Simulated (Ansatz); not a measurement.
Program: Ansatz 0.2.0.

`[BH2][GaH][CH3]`. The species carries charge 0 and has multiplicity 1. Geometry: relaxed with PBE0-D4/def2-TZVP.

```xyz
9

B     1.812   -0.066    0.897
Ga   -0.236    0.087    0.638
C    -1.167   -0.007   -1.102
H     2.533    0.892    0.883
H     2.359   -1.117    1.079
H    -1.179    0.290    1.894
H    -0.492   -0.093   -1.954
H    -1.840   -0.869   -1.102
H    -1.790    0.882   -1.233
```

What is the dipole moment at ωB97M-V/def2-TZVPP? (Best estimate.)

The calculation gave: 0.58 D, with components (0.19, -0.07, -0.55) D in this frame, pointing from negative to positive charge.

And with PBE, r2SCAN, B3LYP? (An estimate is asked.)

The calculation gave: PBE 0.66 D, r2SCAN 0.64 D, B3LYP 0.61 D.

Give the Mulliken charges with ωB97M-V, B3LYP, PBE in def2-TZVPP. (Estimate.)

The calculation gave: 
```csv
atom,ωB97M-V,B3LYP,PBE
B1,-0.12,-0.01,-0.01
Ga2,0.13,0.09,0.07
C3,-0.48,-0.39,-0.38
H4,0.09,0.05,0.04
H5,0.09,0.05,0.04
H6,-0.05,-0.08,-0.06
H7,0.11,0.10,0.10
H8,0.11,0.09,0.10
H9,0.11,0.09,0.10
```

B3LYP here is the variant with VWN-RPA as its local correlation; programs differ in this.
